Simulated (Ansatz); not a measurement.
Geometry optimisation, RHF/6-31G* in Ansatz.

input.yaml

```yaml
crystal:
  periodic: [false, false, false]
  atoms:
    - { symbol: Si, position_ang: [-0.4339, -0.1324, -0.0637] }
    - { symbol: S, position_ang: [1.2065, 1.5064, -1.066] }
    - { symbol: O, position_ang: [-1.0653, -0.0234, -1.4977] }
    - { symbol: H, position_ang: [-0.2153, 0.8266, -1.9223] }
    - { symbol: "N", position_ang: [0.3929, -1.5409, 0.4117] }
    - { symbol: "N", position_ang: [-1.1447, 0.6097, 1.2931] }
    - { symbol: H, position_ang: [2.0, 0.572, -1.5694] }
    - { symbol: H, position_ang: [0.7174, -2.2012, -0.2727] }
    - { symbol: H, position_ang: [0.8736, -1.6263, 1.2887] }
    - { symbol: H, position_ang: [-1.5738, 1.5143, 1.185] }
    - { symbol: H, position_ang: [-0.7574, 0.4953, 2.2133] }
basis:
  gaussian: { orbitals: "6-31G*" }
hamiltonian:
  xc: hf
relax:
  f_tol: 0.15
  max_steps: 25
  restrain:
    - { distance: [3, 1], at: 2.66, k: 30.0 }
    - { distance: [0, 1], at: 2.16, k: 30.0 }
    - { distance: [3, 2], at: 0.97, k: 30.0 }
```

Command:

```bash
$ ansatz run input.yaml --threads 2 --pin off --max-ram 3072MiB --backend cpu --events-out ev --progress --plain --runs-dir out
```

Problem. Where does it end, and by what steps?

Solution. The run converged. The restraints hold the end off the free minimum. After 15 steps the energy has fallen by 2.471 eV (the restraints' own energy left out); H11 moved furthest, 0.84 Å. Joined: O3–H4 (1.27 → 0.96 Å).

| step | energy less start (eV) | largest force component (eV/Å) | accepted |
| --- | --- | --- | --- |
| 0 | 0.0000 | 2.343 | yes |
| 1 | -1.0036 | 3.297 | yes |
| 2 | -1.9033 | 1.507 | yes |
| 3 | -2.2442 | 1.034 | yes |
| 4 | -2.3125 | 0.603 | yes |
| 5 | -2.3293 | 0.503 | yes |
| 6 | -2.3441 | 0.426 | yes |
| 7 | -2.3689 | 0.515 | yes |
| 8 | -2.4150 | 0.522 | yes |
| 9 | -2.4058 | 1.215 | no |
| 10 | -2.4362 | 0.499 | yes |
| 11 | -2.4482 | 0.634 | yes |
| 12 | -2.4520 | 0.492 | yes |
| 13 | -2.4657 | 0.449 | yes |
| 14 | -2.4669 | 0.514 | yes |
| 15 | -2.4711 | 0.542 | yes |

```xyz
11
Properties=species:S:1:pos:R:3
Si -0.080 0.020 -0.049
S 1.355 1.513 -0.661
O -0.867 -0.234 -1.469
H -0.717 0.522 -2.035
N 0.426 -1.520 0.450
N -0.864 0.757 1.265
H 1.779 0.899 -1.761
H 0.568 -2.250 -0.213
H 0.916 -1.670 1.304
H -1.051 1.736 1.311
H -1.465 0.227 1.859
```

Run time: 26 s on 2 threads of AMD EPYC 7R43 64-Core Processor (Zen 3), with other jobs on the host, peak memory 0.2 GiB.
